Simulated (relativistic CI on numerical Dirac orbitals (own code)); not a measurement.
Hyperfine structure of Pb64+, mass number 207

Method of calculation: Dirac-Coulomb-Breit CI, separate exchange-only KLI orbitals for each configuration, QED by a radiative potential, unscaled Slater integrals (own radial code, finite nucleus).

Configuration list (outside the closed core [Ne]): 3s2 3p6, 3s2 3p5 3d, 3s 3p6 3d, 3s2 3p5 4s, 3s2 3p5 4p, 3s2 3p5 4d, 3s 3p6 4s, 3s2 3p5 4f, 3p6 3d2, 3p5 3d3, 3p5 3d2 4s, 3p5 3d2 4p, 3p5 3d2 4d, 3p6 3d 4s, 3p5 3d 4s2, 3p5 3d 4s 4p, 3p5 3d 4s 4d. Double excitations out of closed p, d and f shells are left out; levels of such configurations are missing from the list, as are those of other unlisted configurations, and high levels can miss mixing partners. These lack a partner that the ground configuration has and come out too high: 3s2 3p5 4f.

Nuclear spin I = 1/2, μ = 0.5906 μN (tables of Stone and Pyykkö). The electronic factors are computed for point nuclear moments, without core polarisation or the Bohr-Weisskopf and QED corrections.

```json
{"Level": "3s2 3p5 3d 3P°_1", "E (eV)": "285.03", "A (GHz)": "257.3"}
{"Level": "3s2 3p5 3d 3F°_3", "E (eV)": "288.60", "A (GHz)": "272.5"}
{"Level": "3s2 3p5 3d 3D°_2", "E (eV)": "293.66", "A (GHz)": "272.9"}
{"Level": "3s2 3p5 3d 3F°_4", "E (eV)": "406.70", "A (GHz)": "179.2"}
{"Level": "3s2 3p5 3d 3D°_3", "E (eV)": "426.02", "A (GHz)": "156.3"}
{"Level": "3s2 3p5 3d 1P°_1", "E (eV)": "460.05", "A (GHz)": "-124.2"}
{"Level": "3s2 3p5 3d 3F°_2", "E (eV)": "852.55", "A (GHz)": "1094"}
{"Level": "3s 3p6 3d 3D_1", "E (eV)": "1112.22", "A (GHz)": "-2631"}
```

Levels with J = 0, under 50 % of one LS term, or S terms without an open s electron are left out. Small factors come from cancelling terms and can be off by tens of per cent or more.

At this charge energies of transitions that change n are usually good to better than 1 %, and those within a shell (Δn = 0) to a few per cent.

**Question.** Give the hyperfine levels of 3s2 3p5 3d 3F°_2 relative to its centre of gravity.

**Answer.** With K = F(F + 1) − I(I + 1) − J(J + 1), E = AK/2: F = 3/2: -1641, F = 5/2: 1094 GHz.

LS names give the leading component of a level, which can be under half, so a name can repeat, a term be missing and a line seem to break the LS rules.
